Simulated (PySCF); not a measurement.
# Sb⁴⁹⁺ (antimony, charge +49) across methods

1s2, closed-shell 1S. Calculation: PySCF 2.14, in an uncontracted even-tempered set (17 s from 100 bohr⁻², ratio 2.2; 7 p from 150 bohr⁻², ratio 2.4; 4 d from 460 bohr⁻², ratio 2.4; 3 f from 690 bohr⁻², ratio 2.4; 3 g from 1000 bohr⁻², ratio 2.4); the spin-free X2C one-electron Hamiltonian (Gaussian nucleus).

| method | E (hartree) | mean ε 1s (eV) | Σ⟨r²⟩ (bohr²) | ⟨S²⟩ |
| --- | --- | --- | --- | --- |
| LDA | -2658.91 | -35378.9 | 0.002090 | 0.000 |
| PBE0 | -2663.12 | -35511.9 | 0.002086 | 0.000 |
| B97-3 | -2663.37 | -35517.0 | 0.002085 | 0.000 |
| r2SCANh | -2663.52 | -35496.0 | 0.002085 | 0.000 |
| UHF | -2663.31717 | -35769.9 | 0.002083 | 0.000 |
| PBE | -2663.04 | -35425.6 | 0.002087 | 0.000 |

Task: Estimate the same row for r2SCAN.

Result: E (hartree) = -2663.54; mean ε 1s (eV) = -35465.5; Σ⟨r²⟩ (bohr²) = 0.002085; ⟨S²⟩ = 0.000.
